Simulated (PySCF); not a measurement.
Electron correlation in Tm(51+) (thulium, charge +51)

[Ar], closed-shell 1S. Computed with PySCF 2.14 in an even-tempered Gaussian basis (17 s from 12 bohr⁻², ratio 2.5; 12 p from 16 bohr⁻², ratio 2.5; 4 d from 67 bohr⁻², ratio 2.7; 4 f from 100 bohr⁻², ratio 2.7), with the spin-free X2C one-electron Hamiltonian (Gaussian nucleus). Frozen: 1s2; 16 electrons correlated; the 20 highest virtual orbitals of each spin left out.

| level | correlation energy (mhartree) |
| --- | --- |
| CCSD | -686.30 |
| (T) | -0.79 |
| CCSD(T) | -687.09 |

Diagnostics: T1 = 0.00019, D1 = 0.0004, largest double amplitude 0.012.

Cost of the coupled-cluster step: roughly 11 core-seconds, for 16 correlated electrons.

Iterations:

```
CC2 = 0
CCSD nocc = 8, nmo = 80
frozen orbitals [0, 81, 82, 83, 84, 85, 86, 87, 88, 89, 90, 91, 92, 93, 94, 95, 96, 97, 98, 99, 100]
max_cycle = 100
direct = 0
conv_tol = 1e-08
conv_tol_normt = 1e-06
diis_space = 8
diis_start_cycle = 0
Init t2, MP2 energy = -11059.7997598564  E_corr(MP2) -0.678023807770884
Init E_corr(CCSD) = -0.678023807770903
cycle = 1  E_corr(CCSD) = -0.685172893073663  dE = -0.0071490853  norm(t1,t2) = 0.00287806
cycle = 2  E_corr(CCSD) = -0.686186396616959  dE = -0.00101350354  norm(t1,t2) = 0.000368392
cycle = 3  E_corr(CCSD) = -0.686301610613419  dE = -0.000115213996  norm(t1,t2) = 4.88561e-05
cycle = 4  E_corr(CCSD) = -0.686300464737257  dE = 1.14587616e-06  norm(t1,t2) = 1.02002e-06
cycle = 5  E_corr(CCSD) = -0.686300368133017  dE = 9.66042397e-08  norm(t1,t2) = 2.55264e-08
cycle = 6  E_corr(CCSD) = -0.686300369031664  dE = -8.98647157e-10  norm(t1,t2) = 1.70453e-09
CCSD converged
E(CCSD) = -11059.80803641762  E_corr = -0.686300369031664
CCSD(T) correction = -0.000785594769605658
```

At this charge the one-electron X2C treatment keeps the bare 1/r₁₂, with no two-electron picture change or Breit term. The effect here is smaller than on the frozen 1s shell; and a scalar Hamiltonian misses the large spin-orbit splitting of the p shells, which matters for ns² → np² pairs.
